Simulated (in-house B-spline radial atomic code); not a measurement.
# Ionising Se VIII (Se7+) with different functionals

Computed with an all-electron radial atomic-structure program (B-spline basis): non-relativistic Hamiltonian, point nucleus, spin-polarised at highest spin, spherical fractional occupations for the functionals, and exact exchange of hybrids averaged over the configuration. The ionisation energy is the difference of two self-consistent energies, [Ar] 3d9 → [Ar] 3d8, without Breit or QED terms; ε is the level of the shell that loses the electron (its least bound occupied spin orbital). There is no spin-orbit coupling in this Hamiltonian.

| method | rung | ΔSCF (eV) | -ε(3d) (eV) |
| --- | --- | --- | --- |
| PBE0 | global hybrid | ? | ? |
| B3LYP | global hybrid | 188.29 | 175.93 |
| TPSSh | global hybrid | 188.09 | 173.76 |
| M06-2X | global hybrid | 187.97 | 182.31 |
| BHandHLYP | global hybrid | 187.95 | 181.57 |
| r2SCAN0 | global hybrid | 188.51 | 177.29 |
| B97-1 | global hybrid | 188.21 | 176.03 |
| HSE06 | range-separated hybrid | ? | ? |
| wB97X | range-separated hybrid | 187.83 | 178.40 |
| CAM-B3LYP | range-separated hybrid | 188.22 | 177.92 |
| LC-wPBE | range-separated hybrid | 188.21 | 177.74 |

Q: What does HSE06 give?

A: ΔSCF 188.09 eV, and -ε(3d) = 176.30 eV.

Q: What does PBE0 give?

A: ΔSCF 188.17 eV, and -ε(3d) = 176.80 eV.

Q: Among the functionals, which spreads more, the ΔSCF values or the orbital energies?

A: The orbital energies: ΔSCF values span about 0.68 eV and the orbital energies 8.55 eV; here energy differences depend much less on the functional than eigenvalues do.

Q: How do they compare with the NIST value?

A: NIST lists 184 eV ± 2.1 (tabulated theory, ground level to ground level). Errors run from +3.83 to +4.51 eV. The correlated functionals all miss on the same side by more than they spread, so the cause is common to them (relativity, Breit-QED terms, multiplet and fine-structure energies, or a listed next ion that isn't the cheapest removal here) and closeness doesn't rank the functionals.
